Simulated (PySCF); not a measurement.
## Electron correlation in Ni⁺ (nickel, charge +1)

[Ar] 3d8 4s1, high-spin 4F determinant (an excited configuration). Computed with PySCF 2.14 in aug-cc-pwCVTZ, with the non-relativistic Hamiltonian (point nucleus). Frozen: [Ar]; 9 electrons correlated.

MP2 pair energies summed by pair of shells (mhartree):

```json
{"pair": "3d-3d", "energy": "-284.69", "share (%)": "91.6"}
{"pair": "3d-4s", "energy": "-26.05", "share (%)": "8.4"}
```

Total MP2 correlation energy: -310.74 mhartree.

Same-spin part -119.08 and opposite-spin part -191.66 mhartree; SCS-MP2 scales them by 1/3 and 6/5 to -269.68 mhartree.
